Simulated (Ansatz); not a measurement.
Total energies of Cu2Br⁺ from Ansatz at PBE0-D4/def2-TZVP, gas phase (1 Eh = 27.2114 eV = 2625.5 kJ/mol). The reference geometry is relaxed at PBE0-D4/def2-TZVP.

```xyz
3

Cu   -0.2616   -1.3476    1.2855
Cu    0.9425    0.7520   -1.4433
Br   -0.6809    0.5955    0.1577
```

```json
{"state": "charge 1 singlet", "geometry": "reference", "energy (Eh)": "-5854.22979"}
{"state": "charge 0 doublet", "geometry": "reference", "energy (Eh)": "-5854.44424"}
{"state": "charge 1 triplet", "geometry": "relaxed at PBE0-D4/def2-TZVP", "energy (Eh)": "-5854.12332"}
{"state": "charge 1 quintet", "geometry": "relaxed at PBE0-D4/def2-TZVP", "energy (Eh)": "-5854.01223"}
```

(1) Work out the vertical electron affinity, to the doublet.

(2) Which of the charge 1 states is lowest, and how far above it are the others?

(1) E(charge 1 singlet) − E(charge 0 doublet) = -5854.22979 − (-5854.44424) = 0.21445 Eh = 5.84 eV.

(2) The singlet. triplet: -5854.12332 − (-5854.22979) = 0.10647 Eh = 279.5 kJ/mol; quintet: -5854.01223 − (-5854.22979) = 0.21756 Eh = 571.2 kJ/mol.

The structure comes from a short search, and lower isomers may exist.
